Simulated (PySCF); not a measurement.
CH3ClF2Si. Atoms are numbered in the order given.

```xyz
8

C     -1.5042    -1.2647     0.0000
Si     0.0712    -0.3222     0.0000
F      0.9645    -0.6866     1.2874
F      0.9645    -0.6866    -1.2874
Cl    -0.2255     1.6965     0.0000
H     -2.0985    -1.0187     0.8922
H     -2.0985    -1.0187    -0.8922
H     -1.3017    -2.3464     0.0000
```

Geometry optimised at PBE0-D3(BJ)/def2-SVP.

Calculation: PBE/def2-TZVP (PySCF).

Symmetry labels are those of the subgroup Cs that the program uses (full group Cs).

Computed valence orbital energies around the gap with their symmetry:
```json
[
 {"orbital": "HOMO−7", "symmetry": "A\"", "energy (eV)": "-10.75"},
 {"orbital": "HOMO−6", "symmetry": "A'", "energy (eV)": "-10.56"},
 {"orbital": "HOMO−5", "symmetry": "A\"", "energy (eV)": "-10.33"},
 {"orbital": "HOMO−4", "symmetry": "A'", "energy (eV)": "-10.19"},
 {"orbital": "HOMO−3", "symmetry": "A\"", "energy (eV)": "-9.91"},
 {"orbital": "HOMO−2", "symmetry": "A'", "energy (eV)": "-8.85"},
 {"orbital": "HOMO−1", "symmetry": "A\"", "energy (eV)": "-8.32"},
 {"orbital": "HOMO", "symmetry": "A'", "energy (eV)": "-8.23"},
 {"orbital": "LUMO", "symmetry": "A'", "energy (eV)": "-0.16"},
 {"orbital": "LUMO+1", "symmetry": "A\"", "energy (eV)": "0.33"},
 {"orbital": "LUMO+2", "symmetry": "A'", "energy (eV)": "0.58"},
 {"orbital": "LUMO+3", "symmetry": "A'", "energy (eV)": "0.79"}
]
```
